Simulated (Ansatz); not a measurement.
`BNC(=N)F`: the same geometry under several functionals.

```yaml
crystal:
  periodic: [false, false, false]
  atoms:
    - {symbol: B, position_ang: [-0.590083, 0.620061, -1.288299]}
    - {symbol: N, position_ang: [0.400552, -0.056798, -0.552793]}
    - {symbol: C, position_ang: [0.364006, -0.381940, 0.787260]}
    - {symbol: N, position_ang: [-0.550321, -0.129899, 1.593397]}
    - {symbol: F, position_ang: [1.499265, -1.035548, 1.115691]}
    - {symbol: H, position_ang: [-0.363930, 0.804935, -2.445405]}
    - {symbol: H, position_ang: [-1.585962, 0.971196, -0.745327]}
    - {symbol: H, position_ang: [1.249876, -0.361332, -1.003344]}
    - {symbol: H, position_ang: [-0.334805, -0.477075, 2.521620]}
basis:
  gaussian: {orbitals: def2-TZVPP}
hamiltonian: {xc: {name: revPBE}, dispersion: d4}
output: {orbitals: {seedname: orbitals}}
```

```sh
$ ansatz run in.yaml --threads 2 --pin off --events-out ev --progress --plain --max-ram 4352MiB
```

Shortened log:

```
Functional definition: revPBE
1051 factors; their error is unknown
mean field evaluation 1: about -7464.7684 eV, gradient 7.9e1 eV
mean field evaluation 2: about -7428.2750 eV, gradient 1.4e2 eV
mean field evaluation 4: about -7476.2069 eV, gradient 1.6e1 eV
mean field evaluation 8: about -7476.6394 eV, gradient 1.3e-1 eV
mean field evaluation 16: about -7476.6216 eV, gradient 2.6e-4 eV
mean field -7476.62157277 eV, -274.7607749633 hartree, gradient 4.0e-5 eV, S^2 0.000000; 0 other end points of the search recorded, 0 dependent functions left out
reference -7476.62162076 eV, -274.7607767267 hartree; 19, 19 occupied and 192, 192 virtual orbitals, 1051 factors
Total energy: -7477.14547772 eV, -274.7800281150 hartree
```

Run time 2.4 s (2 threads of an Arm Neoverse V1 on a shared host); peak host memory 0.22 GiB.

With the line `hamiltonian: {xc: {name: BHLYP}, dispersion: d4}` (abridged; 3.1 s):

```
Functional definition: BHLYP
mean field evaluation 16: about -7475.2695 eV, gradient 5.6e-5 eV
mean field -7475.26952995 eV, -274.7110883062 hartree, gradient 5.6e-5 eV, S^2 0.000000
Total energy: -7475.42909330 eV, -274.7169521510 hartree
```

Changing it to `hamiltonian: {xc: {name: LC-wPBE}}` (abridged; 3.1 s):

```
Functional definition: LC-wPBE
mean field evaluation 16: about -7474.2119 eV, gradient 1.2e-4 eV
mean field -7474.21194802 eV, -274.6722228870 hartree, gradient 3.6e-5 eV, S^2 0.000000
Total energy: -7474.21194803 eV, -274.6722228873 hartree
```

With the line `hamiltonian: {xc: pbe, dispersion: d4}` and forces (abridged; 3 s):

```
Functional definition: PBE
mean field evaluation 16: about -7470.3718 eV, gradient 8.3e-3 eV
mean field -7470.37175635 eV, -274.5310984459 hartree, gradient 8.3e-6 eV, S^2 0.000000
Total energy: -7470.51749295 eV, -274.5364541673 hartree
Atom 0 force    -0.111914     0.090859    -0.142911 eV/Å
Atom 1 force    -0.167838     0.141712    -0.226091 eV/Å
Atom 2 force    -0.026861     0.073938    -0.238708 eV/Å
Atom 3 force    -0.785885     0.315574     0.306878 eV/Å
Atom 4 force     0.828488    -0.466960     0.205122 eV/Å
Atom 5 force     0.027525     0.017547    -0.120383 eV/Å
Atom 6 force    -0.103662     0.035858     0.063178 eV/Å
Atom 7 force     0.308224    -0.109445    -0.169642 eV/Å
Atom 8 force     0.031923    -0.099084     0.322557 eV/Å
Dipole moment:     0.347954    -0.152496    -0.080703 e Å
```

The same input with `hamiltonian: {xc: r2scan, dispersion: d4}` and forces (abridged; 5.5 s):

```
Functional definition: r2SCAN
mean field evaluation 16: about -7475.1038 eV, gradient 1.3e-4 eV
mean field -7475.10382267 eV, -274.7049986756 hartree, gradient 5.0e-5 eV, S^2 0.000000
Total energy: -7475.13967633 eV, -274.7063162734 hartree
Atom 0 force    -0.134473     0.093325    -0.109164 eV/Å
Atom 1 force     0.050062     0.003010    -0.106280 eV/Å
Atom 2 force    -0.133911     0.088275    -0.086537 eV/Å
Atom 3 force    -0.289851     0.095991     0.191284 eV/Å
Atom 4 force     0.412237    -0.225390     0.077979 eV/Å
Atom 5 force    -0.000544    -0.010991     0.045185 eV/Å
Atom 6 force     0.048642    -0.018096    -0.018939 eV/Å
Atom 7 force     0.032692    -0.016105    -0.002979 eV/Å
Atom 8 force     0.015147    -0.010019     0.009451 eV/Å
Dipole moment:     0.342876    -0.142983    -0.108267 e Å
```

The same input with `hamiltonian: {xc: {name: B97M-V}}` (abridged; 11 s):

```
Functional definition: B97M-V
mean field evaluation 16: about -7477.7635 eV, gradient 3.1e-4 eV
mean field -7477.76350526 eV, -274.8027402082 hartree, gradient 2.6e-5 eV, S^2 0.000000
Total energy: -7477.76356300 eV, -274.8027423299 hartree
```
